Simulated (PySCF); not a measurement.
## TDDFT excited states: C7H12Si

Compound: C₇H₁₂Si.
InChI=1S/C7H12Si/c1-2-5-8-6-3-4-7-8/h2-4,8H,1,5-7H2

Computed, not measured: TDDFT B3LYP/def2-SVPD, vertical, gas phase, core orbitals frozen in the response in PySCF. One conformer (not necessarily the lowest) at the PBE0-D3(BJ)/def2-SVP geometry, without solvent, vibrations or thermal averaging.

```csv
state,E (eV),λ (nm),ν̃ (cm⁻¹),f,"main configurations (H = HOMO, L = LUMO)"
S1,6.07,204.3,48940,0.025,"H→L (70%), H-1→L (27%)"
S2,6.31,196.5,50890,0.0061,"H→L+1 (61%), H-1→L+1 (21%), H→L+2 (12%)"
S3,6.34,195.7,51110,0.016,"H→L+2 (61%), H-1→L+2 (16%), H→L+1 (9%)"
S4,6.50,190.7,52430,0.158,"H-1→L (48%), H→L (15%), H→L+3 (10%)"
S5,6.54,189.7,52720,0.037,"H-1→L+2 (48%), H→L+2 (16%), H-1→L (13%)"
S6,6.75,183.5,54480,0.019,"H→L+3 (63%), H→L+4 (14%), H-1→L+2 (11%)"
S7,6.81,182.0,54940,0.032,"H→L+4 (58%), H-1→L+3 (11%), H-1→L+2 (8%)"
S8,6.90,179.8,55620,0.096,"H-1→L+1 (34%), H-1→L+3 (17%), H-1→L+4 (14%)"
S9,6.94,178.7,55950,0.057,"H-1→L+3 (45%), H-2→L+1 (13%), H-1→L+1 (12%)"
S10,6.98,177.7,56280,0.014,H-2→L+1 (77%)
```

Triplets, Tamm–Dancoff:

```csv
state,E (eV),λ (nm),"main configurations (H = HOMO, L = LUMO)"
T1,4.24,292.5,"H-1→L (46%), H→L (46%)"
T2,4.32,287.3,"H→L+1 (49%), H-1→L+1 (47%)"
T3,6.05,204.9,"H→L (49%), H-1→L (44%)"
T4,6.24,198.8,"H→L+2 (68%), H-1→L+2 (19%)"
```

The lowest singlet comes at 204 nm (585 kJ/mol) in the ultraviolet; it is weak; its leading configuration is HOMO→LUMO (70%). The most intense listed level is S4 at 6.50 eV (191 nm, f = 0.158), 0.43 eV above S1. Löwdin shares by element: HOMO carbon 59% or more (atoms not listed hold the other 41%); LUMO carbon 70% or more, hydrogen 6% or more (atoms not listed hold the other 24%). The oscillator strengths of these states sum to 0.460; summed over the whole spectrum of an exact calculation they would give the number of electrons, 68 (Thomas–Reiche–Kuhn). The listed states span 0.91 eV, and the widest gap between neighbours is 0.24 eV (S1 to S2). Orbital energies (eV): HOMO-3 -8.57, HOMO-2 -7.98, HOMO-1 -6.89, HOMO -6.74, LUMO -0.07, LUMO+1 0.21, LUMO+2 0.47. The vertical ionisation energy (ΔSCF) is 8.53 eV, 1.55 eV above S10. The window holds the lowest 10 singlets.

The run took 2.8 min on one thread of an Arm Neoverse V1, shared host with 64 logical CPUs at a one-minute load of 26, and the process peaked at 1.1 GiB of memory.
